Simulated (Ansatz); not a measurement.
A structure relaxed at PBE-D4/def2-SVP in Ansatz, charge 1, singlet:

```csv
atom,x (Å),y (Å),z (Å)
B1,-0.200,-1.722,2.153
B2,1.472,0.988,-0.812
B3,-2.331,2.192,-3.576
B4,2.476,0.343,0.298
B5,2.012,-1.153,2.058
B6,-1.100,0.951,-1.536
B7,-1.658,-0.716,0.458
N8,0.325,1.135,-1.339
N9,-1.861,1.556,-2.584
N10,1.041,-1.831,2.641
N11,-1.677,0.097,-0.583
N12,2.834,-0.378,1.312
N13,-1.333,-1.461,1.509
```

(1) Give its formula and point group.

(2) Summarise the bond lengths by kind (pairs closer than 1.2 times the sum of covalent radii, bridged metal pairs left out).

Answers

(1) B₇N₆⁺. Point group Cs (tolerance 0.1 Å).

(2) 12 × B–N 1.27 to 1.45 Å; 1 × B–B 1.63 Å.

The restricted singlet is unstable towards broken spin symmetry in Hartree–Fock (as tested in another run); at PBE-D4/def2-SVP this wasn't settled. Another isomer (singlet) lies 5.97 eV lower at PBE0-D4/def2-TZVP; other spin states weren't run for this one.
